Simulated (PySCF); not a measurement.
Compound: BrH₆OPSi₂.
Atom-mapped SMILES: `[PH2:1][SiH2:2][O:3][SiH2:4][Br:5]` (hydrogens: H6, H7 on P1; H8, H9 on Si2; H10, H11 on Si4)

A GFN2-xTB structure was refined with PySCF, PBE0-D3(BJ)/def2-SVP geometry optimisation, gas phase. Its GFN2-xTB values:

| coordinate | GFN2-xTB |
| --- | --- |
| P1–Si2 | 2.228 Å |
| P1–H6 | 1.385 Å |
| P1–H7 | 1.383 Å |
| Si2–O3 | 1.629 Å |
| Si2–H8 | 1.463 Å |
| O3–Si4 | 1.607 Å |
| Si4–Br5 | 2.198 Å |
| Si4–H10 | 1.449 Å |
| P1–Si2–O3 | 103.2° |
| Si2–O3–Si4 | 151.2° |
| O3–Si4–Br5 | 107.3° |
| P1–Si2–O3–Si4 | 175° |
| Si2–O3–Si4–Br5 | 33° |

Task: How do these coordinates change at the PBE0-D3(BJ)/def2-SVP level?

Result: 
```
    coordinate  PBE0-D3(BJ)/def2-SVP (Å or °)  change
         P1–H7                          1.431  +0.048
         P1–H6                          1.429  +0.044
        Si2–O3                          1.670  +0.041
        O3–Si4                          1.644  +0.037
       Si4–H10                          1.486  +0.037
        Si2–H8                          1.494  +0.031
       Si4–Br5                          2.228  +0.030
        P1–Si2                          2.253  +0.025
    Si2–O3–Si4                          143.1    -8.1
     P1–Si2–O3                          106.5    +3.3
    O3–Si4–Br5                          109.4    +2.1
Si2–O3–Si4–Br5                             28      -5
 P1–Si2–O3–Si4                            177      +2
```

The energy falls by 0.230 eV over 9 energy and gradient evaluations, the largest force component goes from 0.0218 to 3.4e-04 Eh/bohr, and the atoms move by 0.145 Å rms after alignment. The bond that changes most is P1–H7 (three-coordinate phosphorus to P–H hydrogen), which lengthens by 0.048 Å. Bonds longer at the end by more than 0.005 Å: 10 of 10; shorter: 0. Rotational constants go from 4983, 518.0, 483.6 to 4706, 506.5, 469.0 MHz.

The run used 130 basis functions and 57 SCF cycles in all. Time: 71 s wall. Hardware: one thread, x86-64 server (shared host).

No frequency check. The numbers are those of one conformer.

The values belong to the conformer `[PH2:1][SiH2:2][O:3][SiH2:4][Br:5]`: P1–Si2–O3–Si4 177°, Si2–O3–Si4–Br5 28°, H–P1–Si2–O3 83°, H–P1–Si2–O3 177°.
